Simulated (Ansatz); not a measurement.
Mulliken charges of CH₄FSeSn (`[CH3][Sn]([F])[SeH]`) radical from ωB97M-V/def2-TZVPP in Ansatz (PBE0-D4/def2-TZVP geometry).

| atom | x (Å) | y (Å) | z (Å) | charge (e) |
| --- | --- | --- | --- | --- |
| C1 | -0.212 | 1.391 | -0.441 | -0.586 |
| Sn2 | -0.216 | -0.289 | 0.929 | 0.803 |
| F3 | 1.667 | -0.522 | 1.338 | -0.492 |
| Se4 | -0.786 | -2.440 | -0.335 | -0.293 |
| H5 | -1.165 | 1.428 | -0.967 | 0.146 |
| H6 | -0.045 | 2.312 | 0.114 | 0.151 |
| H7 | 0.608 | 1.207 | -1.136 | 0.170 |
| H8 | 0.242 | -3.145 | 0.443 | 0.102 |

Question: By hand: the dipole of these point charges (1 e Å = 4.8032 D).

Answer: Σ q r = (-0.688, 0.367, 0.172) e Å, of length 0.799 e Å = 3.84 D.

Question: How does the dipole of the full density compare? (Best estimate.)

Answer: Computed: (-0.416, 0.349, -0.043) e Å, 2.62 D; the point charges give 1.47 times that, at 21° from its direction.

Point charges leave out the atoms' own dipoles, such as those of lone pairs, and Mulliken's split depends on the basis, so the two needn't agree.
